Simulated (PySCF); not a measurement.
Gas-phase equilibrium of 1 mol SO₂, 16 mol O₂ at 1400 K and 10.0 bar, among 11 species (S₂O, SO₂, O₂, O, S₂, S₆, O₃, SO, S₈, S, SO₃). Only gases are allowed; each row takes one source of thermochemistry for all species, and Cantera finds the minimum.

Energies from PySCF, thermal terms from the rigid-rotor harmonic-oscillator model, ideal gas at 1 bar. † marks an energy on the PBE0/def2-TZVP geometry and frequencies; other levels use their own. 6-31G* has spherical d functions here. Open shells (unrestricted) among the columns below: O₂ (multiplicity 3), O (multiplicity 3, electronic degeneracy 9), SO (multiplicity 3), S (multiplicity 3, electronic degeneracy 9); the rest are closed-shell singlets. Spin-orbit splitting is ignored; it lowers the true energy and changes the entropy of O, S. The harmonic model lacks anharmonicity and excited electronic states, which grow with temperature; levels with a mode under 35 cm⁻¹ are left out.

Molecules larger than those listed are left out.

Mole fractions:

```csv
thermochemistry,x O₂,x O,x SO₂,x SO,x SO₃,x S
BLYP/def2-TZVP†,0.94,2.4e-8,0.058,5.9e-8,0.00080,<1e-12
HF/6-31G*,0.055,0.91,0.0017,0.028,2.1e-8,0.0015
M06-2X/def2-TZVP†,0.94,2.4e-7,0.052,2.0e-8,0.0069,<1e-12
PBE/def2-SVP,0.94,2.0e-9,0.059,3.7e-6,6.2e-5,<1e-12
PBE/def2-TZVP†,0.94,5.2e-9,0.053,1.4e-8,0.0061,<1e-12
```
The most sensitive of these is S: it spans a factor of 10^9.2 over these rows; at this temperature one factor of ten is RT ln 10 = 27 kJ/mol.
